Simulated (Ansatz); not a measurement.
Consider the substitution at a C–O bond: `CCOBCl` + `[SiH3][SeH]` → `CC[Se][SiH3]` + `OBCl`.

Computed with Ansatz on PBE0-D4/def2-TZVP structures; ΔE is electronic, products minus reactants. CCSD(T)/CBS adds triple-zeta CCSD(T) − MP2 to the extrapolated MP2 energy (def2 sets, frozen cores). This one scheme is used for every species. DFT in def2-TZVPP. B3LYP here is the variant with VWN-RPA as its local correlation; programs differ in this. For Se outer-core shells are correlated without core-valence functions, which leaves a few kJ/mol of doubt a bond. Scalar relativity is left out up to krypton. Each species was taken in one conformer, which may not be the lowest.

(1) Is it downhill or uphill in electronic energy at CCSD(T)/CBS, and by how much? (Best estimate.)

(2) What do these levels give: B3LYP-D4, r2SCAN, PBE0, HF/def2-QZVPP, MP2/def2-QZVPP, HF/CBS(def2)? (An estimate is asked.)

Largest T1 diagnostic among the species: 0.012.

## Answers

(1) The calculation gave: Downhill: ΔE = -9.3 kcal/mol.

(2) Ansatz gave: B3LYP-D4 -7.8, r2SCAN -8.1, PBE0 -8.1, HF/def2-QZVPP -4.7, MP2/def2-QZVPP -11.3, HF/CBS(def2) -4.6 kcal/mol.

Leaving LDA and LC-ωPBE aside and taking each functional with its dispersion term where it has one, the values, not all of them listed here, spread over 3.5 kcal/mol, from revPBE-D4 to CAM-B3LYP-D4. LDA lies +1.2 kcal/mol from PBE without D4. The D4 term adds −1.3 kcal/mol with B3LYP and −0.6 kcal/mol with PBE0; it sums over pairs of atoms, weighted by their polarisabilities, and B3LYP, whose exchange is more repulsive, gets the larger term. In def2-TZVPP, CCSD(T) changes the Hartree–Fock value by −3.9 kcal/mol (the triples alone add −0.6 kcal/mol) and MP2 by −6.2 kcal/mol.
